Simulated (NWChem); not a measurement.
Molecule: hexanethiol (C₆H₁₄S); SMILES CCCCCCS

```xyz
21

C     -0.4820     4.3277     0.0000
C      0.4254     3.0929     0.0000
C     -0.3536     1.7710     0.0000
C      0.5489     0.5298     0.0000
C     -0.2384    -0.7887     0.0000
C      0.6787    -2.0140     0.0000
S     -0.3418    -3.5553     0.0000
H     -1.1305     4.3431    -0.8848
H      0.1033     5.2543     0.0000
H     -1.1305     4.3431     0.8848
H      1.0859     3.1238    -0.8783
H      1.0859     3.1238     0.8783
H     -1.0147     1.7396    -0.8788
H     -1.0147     1.7396     0.8788
H      1.2089     0.5606    -0.8794
H      1.2089     0.5606     0.8794
H     -0.8940    -0.8254    -0.8804
H     -0.8940    -0.8254     0.8804
H      1.3192    -2.0103     0.8878
H      1.3192    -2.0103    -0.8878
H      0.6856    -4.4318     0.0000
```
Atoms are numbered in this order, from 1.

Computed with NWChem. Pople sets run with spherical d functions. STO-3G and 3-21G are far too small for this property and stand as cheap habits. Geometry: optimised at B3LYP/6-31G* (spherical d). No frequency run checked for a minimum. GIAO values for the isolated, static molecule; σ is the absolute isotropic shielding, δ = σ(reference) − σ with the isolated reference molecule computed at the same levels (13C: tetramethylsilane, 1H: tetramethylsilane).

```
level                                 δ C3 (ppm)  δ C4 (ppm)  δ C6 (ppm)  δ H8 (rotor mean) (ppm)  δ H17 (ppm)  δ H19 (ppm)  δ H21 (ppm)
------------------------------------  ----------  ----------  ----------  -----------------------  -----------  -----------  -----------
KT2/pcSseg-1                                37.9        36.3        33.0                     1.00         1.36         2.56         1.86
Hartree-Fock/STO-3G                          [?]         [?]        32.1                      [?]          [?]          [?]          [?]
PBE0/pcSseg-1                               36.3        34.9        32.1                     0.99         1.28         2.40         1.91
Hartree-Fock/6-31G*                         29.9        29.1        25.4                     1.06         1.39         2.26         1.39
LDA (Slater exchange, VWN5)/pcSseg-1        39.1        37.2        33.8                     0.98         1.40         2.58         2.07
```

**Question.** Some entries are withheld; supply them.

**Answer.** 
- Hartree-Fock/STO-3G, δ C3 (ppm): 30.4
- Hartree-Fock/STO-3G, δ C4 (ppm): 30.4
- Hartree-Fock/STO-3G, δ H8 (rotor mean) (ppm): 0.78
- Hartree-Fock/STO-3G, δ H17 (ppm): 0.74
- Hartree-Fock/STO-3G, δ H19 (ppm): 0.76
- Hartree-Fock/STO-3G, δ H21 (ppm): -0.66
